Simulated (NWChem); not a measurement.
All runs are NWChem calculations. System: AlCl, charge 0, spin multiplicity 1, at a geometry optimised with PBE/def2-SVP. The structure started from a generated list of species. Level: MP2/def2-TZVP, 10 core orbitals frozen.

The NWChem input:

```
start mol
memory heap 200 mb stack 900 mb global 1100 mb
geometry units angstroms nocenter noautoz
  Al     0.000000     0.000000    -1.225276
  Cl     0.000000     0.000000     0.936976
  symmetry group C2v
end
basis spherical
  * library def2-tzvp
end
scf
  rhf
  nopen 0
  maxiter 100
  thresh 1e-7
  semidirect memsize 60000000 filesize 0
end
mp2
  freeze core 10
end
task mp2 energy
```

Output (cleaned and shortened):

```
             Northwest Computational Chemistry Package (NWChem) 7.3.0
             --------------------------------------------------------

                                NWChem Input Module
                                -------------------

 Scaling coordinates for geometry "geometry" by  1.889725989
 (inverse scale =  0.529177249)

 Turning off AUTOSYM since
 SYMMETRY directive was detected!

                             Geometry "geometry" -> ""
                             -------------------------

 Output coordinates in angstroms (scale by  1.889725989 to convert to a.u.)

  No.       Tag          Charge          X              Y              Z
 ---- ---------------- ---------- -------------- -------------- --------------
    1 Al                  13.0000     0.00000000     0.00000000    -1.22527600
    2 Cl                  17.0000     0.00000000     0.00000000     0.93697600

 Effective nuclear repulsion energy (a.u.)      54.0862822784

            Nuclear Dipole moment (a.u.)
            ----------------------------
        X                 Y               Z
 ---------------- ---------------- ----------------
     0.0000000000     0.0000000000     0.0000075589

      Symmetry information
      --------------------

 Group name             C2v
 Group number             16
 Group order               4
 No. of unique centers     2

      Symmetry unique atoms

     1    2


 Summary of "ao basis" -> "" (spherical)
 ------------------------------------------------------------------------------
       Tag                 Description            Shells   Functions and Types
 ---------------- ------------------------------  ------  ---------------------
 *                         def2-tzvp                  on all atoms

 Summary of "ao basis" -> "ao basis" (spherical)
 ------------------------------------------------------------------------------
       Tag                 Description            Shells   Functions and Types
 ---------------- ------------------------------  ------  ---------------------
 Al                        def2-tzvp                13       37   5s5p2d1f
 Cl                        def2-tzvp                13       37   5s5p2d1f

                                 NWChem SCF Module
                                 -----------------

  ao basis        = "ao basis"
  functions       =    74
  atoms           =     2
  closed shells   =    15
  open shells     =     0
  charge          =   0.00
  wavefunction    = RHF
  use symmetry    = T
  symmetry adapt  = T

 Summary of "ao basis" -> "ao basis" (spherical)
 ------------------------------------------------------------------------------
       Tag                 Description            Shells   Functions and Types
 ---------------- ------------------------------  ------  ---------------------
 Al                        def2-tzvp                13       37   5s5p2d1f
 Cl                        def2-tzvp                13       37   5s5p2d1f

      Symmetry analysis of basis
      --------------------------

        a1         32
        a2          6
        b1         18
        b2         18

 Forming initial guess at       0.1s

      Superposition of Atomic Density Guess
      -------------------------------------

 Sum of atomic energies:        -701.35251248

      Non-variational initial energy
      ------------------------------

 Total energy =    -701.429778
 1-e energy   =   -1079.335609
 2-e energy   =     323.819548
 HOMO         =      -0.268831
 LUMO         =       0.008669

      Symmetry analysis of molecular orbitals - initial
      -------------------------------------------------

 !! scf_movecs_sym_adapt:   48 vectors were symmetry contaminated

  Symmetry fudging

 !! scf_movecs_sym_adapt:   46 vectors were symmetry contaminated

  Numbering of irreducible representations:

     1 a1          2 a2          3 b1          4 b2

  Orbital symmetries:

     1 a1          2 a1          3 a1          4 a1          5 b1
     6 b2          7 a1          8 a1          9 b1         10 b2
    11 a1         12 a1         13 b1         14 b2         15 a1
    16 b1         17 b2         18 a1         19 a1         20 a1
    21 a2         22 b2         23 b1         24 a1         25 b1

 Starting SCF solution at       0.9s

 ----------------------------------------------
         Quadratically convergent ROHF

 Convergence threshold     :          1.000E-07
 Maximum no. of iterations :          100
 Final Fock-matrix accuracy:          1.000E-09
 ----------------------------------------------

              iter       energy          gnorm     gmax       time
             ----- ------------------- --------- --------- --------
                 1     -701.4731061846  4.72D-01  1.39D-01      1.0
                 2     -701.4963823686  1.43D-01  3.74D-02      1.0
                 3     -701.4984246157  7.83D-03  2.26D-03      1.1
                 4     -701.4984349355  4.86D-05  1.50D-05      1.1
                 5     -701.4984349358  1.99D-09  5.69D-10      1.2

       Final RHF  results
       ------------------

         Total SCF energy =   -701.498434935835
      One-electron energy =  -1080.469040488138
      Two-electron energy =    324.884323273951
 Nuclear repulsion energy =     54.086282278353

        Time for solution =      0.3s

       Symmetry analysis of molecular orbitals - final
       -----------------------------------------------

  Numbering of irreducible representations:

     1 a1          2 a2          3 b1          4 b2

  Orbital symmetries:

     1 a1          2 a1          3 a1          4 a1          5 b2
     6 b1          7 a1          8 a1          9 b1         10 b2
    11 a1         12 a1         13 b1         14 b2         15 a1
    16 b2         17 b1         18 a1         19 a1         20 a1
    21 a2         22 b1         23 b2         24 a1         25 b1

             Final eigenvalues
             -----------------

              1
    1 -104.8054
    2  -58.5180
    3  -10.5351
    4   -8.0013
    5   -8.0008
    6   -8.0008
    7   -4.9285
    8   -3.2372
    9   -3.2369
   10   -3.2369
   11   -1.0628
   12   -0.5413
   13   -0.4565
   14   -0.4565
   15   -0.3322
   16    0.0349
   17    0.0349
   18    0.1149
   19    0.2279
   20    0.2609
   21    0.2609
   22    0.2982
   23    0.2982
   24    0.2990
   25    0.3276

                       ROHF Final Molecular Orbital Analysis
                       -------------------------------------

 Vector   13  Occ=2.000000D+00  E=-4.564958D-01  Symmetry=b1
              MO Center= -8.1D-17, -4.9D-32,  8.3D-01, r^2= 1.3D+00
   Bfn.  Coefficient  Atom+Function         Bfn.  Coefficient  Atom+Function
  ----- ------------  ---------------      ----- ------------  ---------------
    52      0.524411  2 Cl px                55      0.346275  2 Cl px
    49      0.240185  2 Cl px                43     -0.191670  2 Cl px

 Vector   14  Occ=2.000000D+00  E=-4.564958D-01  Symmetry=b2
              MO Center=  1.7D-32,  3.4D-16,  8.3D-01, r^2= 1.3D+00
   Bfn.  Coefficient  Atom+Function         Bfn.  Coefficient  Atom+Function
  ----- ------------  ---------------      ----- ------------  ---------------
    53      0.524411  2 Cl py                56      0.346275  2 Cl py
    50      0.240185  2 Cl py                44     -0.191670  2 Cl py

 Vector   15  Occ=2.000000D+00  E=-3.321500D-01  Symmetry=a1
              MO Center= -1.4D-15,  1.9D-15, -1.4D+00, r^2= 3.0D+00
   Bfn.  Coefficient  Atom+Function         Bfn.  Coefficient  Atom+Function
  ----- ------------  ---------------      ----- ------------  ---------------
     4      0.560208  1 Al s                  5      0.486362  1 Al s
     3     -0.287532  1 Al s                 17     -0.228839  1 Al pz
    54      0.227844  2 Cl pz                57      0.192216  2 Cl pz

 Vector   16  Occ=0.000000D+00  E= 3.492446D-02  Symmetry=b2
              MO Center= -4.0D-31, -2.8D-15, -1.3D+00, r^2= 4.9D+00
   Bfn.  Coefficient  Atom+Function         Bfn.  Coefficient  Atom+Function
  ----- ------------  ---------------      ----- ------------  ---------------
    19      0.848960  1 Al py                16      0.281610  1 Al py
    56     -0.246370  2 Cl py

 Vector   17  Occ=0.000000D+00  E= 3.492446D-02  Symmetry=b1
              MO Center=  1.8D-16, -5.3D-32, -1.3D+00, r^2= 4.9D+00
   Bfn.  Coefficient  Atom+Function         Bfn.  Coefficient  Atom+Function
  ----- ------------  ---------------      ----- ------------  ---------------
    18      0.848960  1 Al px                15      0.281610  1 Al px
    55     -0.246370  2 Cl px

 Vector   18  Occ=0.000000D+00  E= 1.148602D-01  Symmetry=a1
              MO Center= -4.0D-16, -9.3D-16, -1.1D+00, r^2= 6.6D+00
   Bfn.  Coefficient  Atom+Function         Bfn.  Coefficient  Atom+Function
  ----- ------------  ---------------      ----- ------------  ---------------
    20      1.192196  1 Al pz                42     -0.777896  2 Cl s
     5      0.598825  1 Al s                 57      0.325287  2 Cl pz

 center of mass
 --------------
 x =   0.00000000 y =   0.00000000 z =  -0.00899437

 moments of inertia (a.u.)
 ------------------
         254.281243033074           0.000000000000           0.000000000000
           0.000000000000         254.281243033074           0.000000000000
           0.000000000000           0.000000000000           0.000000000000

  Mulliken analysis of the total density
  --------------------------------------

    Atom       Charge   Shell Charges
 -----------   ------   -------------------------------------------------------
    1 Al  13    12.63   2.00  0.66  1.31  1.12  0.77  2.90  2.28  0.81  0.41  0.17  0.07  0.08  0.03
    2 Cl  17    17.37   2.01  0.45  1.52  1.08  0.86  4.18  1.69  1.07  2.87  1.62  0.00  0.02  0.00

       Multipole analysis of the density wrt the origin
       ------------------------------------------------

     L   x y z        total         open         nuclear
     -   - - -        -----         ----         -------
     0   0 0 0     -0.000000      0.000000     30.000000

     1   1 0 0      0.000000      0.000000      0.000000
     1   0 1 0     -0.000000      0.000000      0.000000
     1   0 0 1     -0.656427      0.000000      0.000008

     2   2 0 0    -18.052056      0.000000      0.000000
     2   1 1 0     -0.000000      0.000000      0.000000
     2   1 0 1      0.000000      0.000000      0.000000
     2   0 2 0    -18.052056      0.000000      0.000000
     2   0 1 1      0.000000      0.000000      0.000000
     2   0 0 2    -21.529080      0.000000    122.993258

                   NWChem MP2 Semi-direct Energy/Gradient Module
                   ---------------------------------------------

  Basis functions       =     74
  Molecular orbitals    =     74
  Frozen core           =     10
  Frozen virtuals       =      0
  Active alpha occupied =      5
  Active beta occupied  =      5
  Active alpha virtual  =     59
  Active beta virtual   =     59
  Use MO symmetry       = T
  Use skeleton AO sym   = T

  AO/Fock/Back tols     =   1.0D-09  1.0D-09  1.0D-09

 GA uses MA = F    GA memory limited = T

 Available:
  local mem=  1.26D+08
 global mem=  1.44D+08
 local disk=  0.00D+00
  mp2_memr nvloc                    59
  nvloc new                    59
   1 passes of   5:        4194304                      25915                   2733590.
   1 passes of   5: M    126152428           G      144168248           F     121958124.

 Semi-direct pass number   1 of   1  for RHF alpha+beta  at        1.4s
  vrange nnbf                  2716
  mp2_eaftype                    10  avail_ma_in_mb                  1099
 EAF : mp2_eaftype filesize          10    1366795.
  mp2_eaf for mointskh                     10
Node 0 wrote      6.4 Mb in      0.0 s     Agg I/O rate:  1339.4 Mb/s
 Done moints_semi at        3.5s
  mp2_eaftype                    10  avail_ma_in_mb                  1089
 EAF : mp2_eaftype filesize          10    1366795.
  mp2_eaf for kh                    10
 Done maket at        3.6s
 Done multipass loop at        3.6s

          -------------------------------------------
          SCF energy                -701.498434935835
          Correlation energy          -0.237562511765
          Singlet pairs               -0.154317450338
          Triplet pairs               -0.083245061427
          Total MP2 energy          -701.735997447600
          -------------------------------------------

          ---------------------------------------------------
                    Spin Component Scaled (SCS) MP2
          Same spin pairs                     -0.055496707618
          Same spin scaling factor             0.333333333333
          Opposite spin pairs                 -0.182065804147
          Opposite spin scaling fact.          1.200000000000
          SCS-MP2 correlation energy          -0.236977867515
          Total SCS-MP2 energy              -701.735412803350
          ---------------------------------------------------

 -----------------------
 Performance information
 -----------------------

 Timer overhead =  2.36D-07 seconds/call

               Nr. of calls         CPU time (s)                 Wall time (s)                GFlops
             ---------------    -------------------     ------------------------------   -------------------
Name         Min   Avg   Max    Min     Avg     Max     Min     Avg     Max   Mx/calls   Min     Max     Sum
mp2: moin     1     1     1    2.2     2.2     2.2      2.2     2.2     2.2     2.2      0.0     0.0     0.0
mp2: make     1     1     1   5.59E-2 5.59E-2 5.59E-2  5.59E-2 5.59E-2 5.59E-2 5.59E-2   0.0     0.0     0.0
mp2: tota     1     1     1    2.3     2.3     2.3      2.3     2.3     2.3     2.3      0.0     0.0     0.0

 The average no. of pstat calls per process was 3.00D+00
 with a timing overhead of 7.07D-07s

 Task  times  cpu:        3.6s     wall:        3.6s

 Total times  cpu:        3.6s     wall:        3.6s
```
